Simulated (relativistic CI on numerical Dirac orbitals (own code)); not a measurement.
Computed by Dirac-Coulomb-Breit CI, orbitals from a KLI potential per configuration, QED by a radiative potential, unscaled Slater integrals (own radial code, finite nucleus).

The strongest absorption lines from the ground level of an ion, among the configurations computed and to levels below about 268 eV (vacuum wavelength in nm, gf): 4.6443 (0.29), 4.9505 (0.053), 5.5578 (0.24), 5.7403 (0.37), 5.7982 (0.32), 5.8378 (0.16), 5.9630 (0.17), 6.1544 (0.12).

Q: Which ion is it?
A. Os35+
B. Au38+
C. Pb41+
D. At44+

A: B. Au38+ has 41 electrons and the ground level 4s2 4p6 4d5 4P_5/2; the strongest line goes to 4s2 4p6 4d4 4f 4G°_5/2. The pattern of lines fixes the number of electrons, and along that sequence the line energies rise steadily with the charge (about as its square where n changes within one kind of shell, about linearly where n is kept but much faster in heavy ions where fine structure, which grows about as Z⁴, sets the gap, and irregularly where shells cross), which fixes Z. Configurations outside the model, such as inner-shell arrays, can give stronger lines. At this charge energies of transitions that change n are usually good to better than 1 %, and those within a shell (Δn = 0) to a few per cent. Terms inside the open d or f shell come out 10 to 20 % too wide with unscaled integrals.

LS names give the leading component of a level, which can be under half, so a name can repeat, a term be missing and a line seem to break the LS rules.
